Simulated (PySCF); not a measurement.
Species: C6H11N.
Structure used (GFN2-xTB), in Å, numbered top down from 1:
```xyz
18
C6H11N angstrom
C      3.874   -0.468    0.222
C      2.480   -0.155   -0.014
C      1.329    0.102   -0.228
C     -0.072    0.397   -0.453
C     -0.868    0.337    0.869
N     -2.278    0.638    0.758
C     -3.065   -0.352    0.054
H      4.333    0.304    0.839
H      3.958   -1.426    0.734
H      4.409   -0.527   -0.726
H     -0.476   -0.328   -1.165
H     -0.167    1.398   -0.888
H     -0.433    1.052    1.574
H     -0.772   -0.663    1.302
H     -2.406    1.552    0.333
H     -2.938   -1.313    0.552
H     -4.115   -0.068    0.115
H     -2.803   -0.474   -1.007
```

Computed at PBE0/pcSseg-1 (PySCF, non-relativistic), with Q(14N) = 0.02044 b: N6, 14N (I = 1): χzz = -6.098 MHz, η = 0.095.

Question: Find the zero-field quadrupole resonance frequencies of 14N at N6.

Answer: From ν± = (3/4)|χ|(1 ± η/3) and ν0 = |χ|η/2: ν+ 4.718 MHz, ν− 4.429 MHz, ν0 0.289 MHz (secondary amine nitrogen).

In a crystal, neighbours and librations shift these lines. Geometry: GFN2-xTB, one conformer, isolated molecule. GFN2-xTB bond lengths can be off by several hundredths of an ångström, more for odd bonds, and the gradients follow them. The basis is small and wasn't made for field gradients, so the couplings can be 20 % off.
